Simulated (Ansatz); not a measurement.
Relaxation of F4H4NW (10 atoms, charge 0, multiplicity 2), to a largest force component of 0.03 eV/Å in at most 50 steps.

These are results of UKS PBE/def2-SVP in Ansatz, not measurements.

```xyz
10
Properties=species:S:1:pos:R:3:forces:R:3
W 0.080 0.234 0.522 -0.69 0.99 0.06
H 0.962 -1.215 0.975 -0.49 -0.71 0.23
F 1.788 0.586 -0.245 0.12 0.02 0.25
F 0.135 2.061 1.041 -0.19 0.02 -0.21
F -1.799 0.484 0.293 0.11 -0.06 -0.18
H -0.146 -1.419 1.110 0.53 -0.34 -0.13
F -0.157 -0.787 -1.059 0.05 0.04 0.01
N -0.148 0.072 2.491 0.23 0.25 0.04
H -0.174 -0.781 3.055 0.00 0.02 0.06
H -0.540 0.893 2.988 0.32 -0.24 -0.13
```

Where does it end, and by what steps?

The forces met the threshold. After 9 steps the energy has fallen by 0.682 eV; F3 moved furthest, 0.58 Å. Joined: H2–H6 (1.13 → 0.82 Å).

| step | energy less start (eV) | largest force component (eV/Å) | accepted |
| --- | --- | --- | --- |
| 0 | 0.0000 | 0.993 | yes |
| 1 | -0.3564 | 0.766 | yes |
| 2 | -0.3455 | 3.778 | no |
| 3 | -0.5115 | 0.564 | yes |
| 4 | -0.5832 | 0.512 | yes |
| 5 | -0.6473 | 0.318 | yes |
| 6 | -0.6638 | 0.277 | yes |
| 7 | -0.6777 | 0.194 | yes |
| 8 | -0.6731 | 0.276 | no |
| 9 | -0.6823 | 0.029 | yes |

```xyz
10
Properties=species:S:1:pos:R:3
W -0.031 0.334 0.571
H 0.591 -1.553 0.913
F 1.857 0.621 0.332
F -0.201 2.200 0.631
F -1.922 0.283 0.239
H -0.226 -1.637 0.924
F 0.056 -0.509 -1.112
N -0.053 0.116 2.503
H -0.033 -0.708 3.109
H -0.038 0.983 3.060
```

Whether the end is a true minimum wasn't checked by a vibrational analysis.

The run took 34 s on 4 threads of Arm Neoverse V1 (shared host), peak memory 0.23 GiB.
